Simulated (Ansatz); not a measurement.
Coupled-cluster diagnostics for Sn2O4, Ansatz.

Geometry of the singlet (r2SCAN-D4/def2-SVP):

```tsv
atom	x (Å)	y (Å)	z (Å)
Sn1	1.7562	0.1631	0.5341
Sn2	-1.0763	0.9121	-0.9472
O3	-0.2439	-1.1605	0.6816
O4	0.9525	1.0276	-1.0583
O5	-0.3414	0.2376	1.2442
O6	-1.0470	-1.1799	-0.4544
```

In the def2 sets Sn takes a core potential; there is no spin–orbit coupling. Correlated methods freeze 12 core orbitals; core or outer-core shells of Sn are correlated, in sets that lack core-valence functions. The structure holds 2 bonds between oxygen atoms, so isomers without such links may lie far lower. The structure comes from a short search, and lower isomers may exist.

Problem. Estimate the CCSD(T) correlation energy, the shares of MP2 and (T), T1 and the reference's ⟨S²⟩ for: charge 0, singlet, own geometry in def2-SVP; charge 1, doublet, vertical in def2-SVP; and the rough time on 4 threads of Arm Neoverse V2 on a shared host.

Solution. 
```tsv
state	basis	correlation (eV)	MP2 share (%)	(T) share (%)	T1	⟨S²⟩ (pure)	wall time	remarks
charge 0, singlet, own geometry	def2-SVP	-26.977	94.6	3.8	0.023	0.00 (0.00)	13 s	large T1, restricted SCF unstable
charge 1, doublet, vertical	def2-SVP	-26.488	91.6	4.2	0.050	0.78 (0.75)	71 s	large T1
```
Customary marks for T1 are 0.02 (closed shells), 0.045 (open shells) and about 0.05 (3d metals). T1 exceeds 0.02 in 2 of 2 rows and 0.045 in 1; the higher it lies, the less the single-reference result can be trusted.
